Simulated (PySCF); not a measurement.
# Basis and Hamiltonian dependence of the excitation energy of Xe⁺

Xe⁺ [Kr] 4d10 5s2 5p5 (2P) → Xe⁺ [Kr] 4d10 5s2 5p4 5d1 (high-spin determinant). Calculated with PySCF 2.14 from differences of total energies of unrestricted determinants, without spin-orbit coupling. Values in eV.

```json
{"basis": "aug-cc-pVDZ-PP with ECP28MDF", "Hamiltonian": "ECP", "functions": "32", "UHF": "11.764", "LDA": "12.364", "PBE0": "12.091", "MP2 (valence)": "12.385", "CCSD(T) (valence)": "n/a"}
{"basis": "aug-cc-pwCVDZ-PP with ECP28MDF", "Hamiltonian": "ECP", "functions": "48", "UHF": "11.640", "LDA": "12.223", "PBE0": "11.964", "MP2 (valence)": "12.299", "CCSD(T) (valence)": "12.072"}
{"basis": "aug-cc-pVTZ-PP with ECP28MDF", "Hamiltonian": "ECP", "functions": "55", "UHF": "11.279", "LDA": "11.942", "PBE0": "11.683", "MP2 (valence)": "11.806", "CCSD(T) (valence)": "n/a"}
{"basis": "aug-cc-pVTZ-PP with one added diffuse shell each of d, f type with ECP28MDF", "Hamiltonian": "ECP", "functions": "67", "UHF": "11.227", "LDA": "11.889", "PBE0": "11.633", "MP2 (valence)": "11.744", "CCSD(T) (valence)": "11.646"}
{"basis": "aug-cc-pVTZ-DK3", "Hamiltonian": "spin-free X2C", "functions": "68", "UHF": "11.310", "LDA": "11.958", "PBE0": "11.702", "MP2 (valence)": "11.828", "CCSD(T) (valence)": "11.728"}
{"basis": "def2-QZVPPD with the def2 core potential (28 electrons)", "Hamiltonian": "ECP", "functions": "91", "UHF": "11.230", "LDA": "n/a", "PBE0": "n/a", "MP2 (valence)": "11.837", "CCSD(T) (valence)": "11.775"}
{"basis": "aug-cc-pwCVTZ-PP with ECP28MDF", "Hamiltonian": "ECP", "functions": "96", "UHF": "11.274", "LDA": "11.941", "PBE0": "11.684", "MP2 (valence)": "11.826", "CCSD(T) (valence)": "11.729"}
{"basis": "aug-cc-pVQZ-PP with one added diffuse shell each of s, p, d, f, g type with ECP28MDF", "Hamiltonian": "ECP", "functions": "117", "UHF": "11.213", "LDA": "11.885", "PBE0": "11.623", "MP2 (valence)": "11.789", "CCSD(T) (valence)": "n/a"}
{"basis": "aug-cc-pwCVTZ-DK3 with one added diffuse shell each of s, p, d, f type", "Hamiltonian": "spin-free X2C", "functions": "125", "UHF": "11.258", "LDA": "11.914", "PBE0": "11.659", "MP2 (valence)": "11.789", "CCSD(T) (valence)": "n/a"}
```

Frozen in the all-electron rows: valence: [Kr] 4d10; with a core potential, the same shells as far as they lie outside it.

At UHF, aug-cc-pVDZ-PP with ECP28MDF, aug-cc-pwCVDZ-PP with ECP28MDF lie more than 0.3 eV from the median of the rows with comparable relativity.

One determinant mixes LS terms of the configuration, so the numbers do not refer to single terms.
